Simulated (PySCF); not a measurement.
C₃F₇, SMILES F[C](F)C(F)(F)C(F)(F)F (connectivity only; charge and spin as stated), charge +1, multiplicity 1.

Coordinates come from a B3LYP-D3(BJ)/def2-SVP optimisation. A frequency run showed that this geometry is not a minimum. The multiplicity is an assumed one; other spin states were not compared. The isomer is the one that the SMILES or the coordinates give; other isomers of the formula were not compared. The values are those of a single conformer.

The numbers are results of B3LYP-D3(BJ)/def2-SVP (PySCF), not measurements.

Frequencies are harmonic and unscaled.

```
mode  ν (cm⁻¹)  IR (km/mol)  moving atoms (share of kinetic energy)
----  --------  -----------  --------------------------------------
1          33i          0.2                                  F 99 %
2           48          0.0                                  F 99 %
3          117          4.0                                  F 92 %
4          198          7.0                                  F 95 %
5          213          0.4                                  F 98 %
6          248          0.7                           F 91 %, C 9 %
7          330          2.6                                  F 93 %
8          352          0.4                                  F 92 %
9          360          1.1                           F 92 %, C 8 %
10         505          0.3                          F 87 %, C 13 %
11         511          6.6                          F 68 %, C 32 %
12         566         23.6                          F 74 %, C 26 %
13         609          0.8                          F 88 %, C 12 %
14         694         40.7                          F 71 %, C 29 %
15         759         12.6                          F 57 %, C 43 %
16         794          5.2                          F 82 %, C 18 %
17         974         18.2                          C 79 %, F 21 %
18        1145        313.9                          C 65 %, F 35 %
19        1269        169.9                          C 78 %, F 22 %
20        1274         89.3                          C 77 %, F 23 %
21        1309        219.1                          C 74 %, F 26 %
22        1354        321.3                          C 76 %, F 24 %
23        1504        147.6                          C 69 %, F 31 %
24        1646        358.8                          C 73 %, F 27 %
```
